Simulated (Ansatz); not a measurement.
Molecule: CH₄BO (charge 0, doublet). It need not be the lowest isomer of its formula. 
Structure (B3LYP-D3(BJ)/def2-TZVP (Ansatz, an electronic-structure program) minimum search):
SMILES: BO[CH2]
```xyz
7

B      1.2306     0.0706    -0.2622
O      0.0686    -0.2969     0.3394
C     -1.1524     0.1586    -0.0189
H      2.2268    -0.4166     0.1661
H      1.2045     0.8466    -1.1714
H     -1.9842    -0.2216     0.5496
H     -1.2344     0.8625    -0.8352
```
Charge 0, spin multiplicity 2.

Basis-set convergence of Hartree-Fock and CCSD correlation energies (hartree) with Ansatz. Correlated levels leave the core frozen unless marked. UHF or UKS for open shells. Spin-orbit coupling is left out. No relativistic terms.

```
basis    functions       E(HF)  E(corr, CCSD)
-------  ---------  ----------  -------------
cc-pVDZ          -  -139.72520       -0.42155
cc-pVTZ        146           ?              ?
```

Problem. What belongs in the gaps?

Solution. 
- cc-pVTZ, E(HF): -139.77163
- cc-pVTZ, E(corr, CCSD): -0.51257
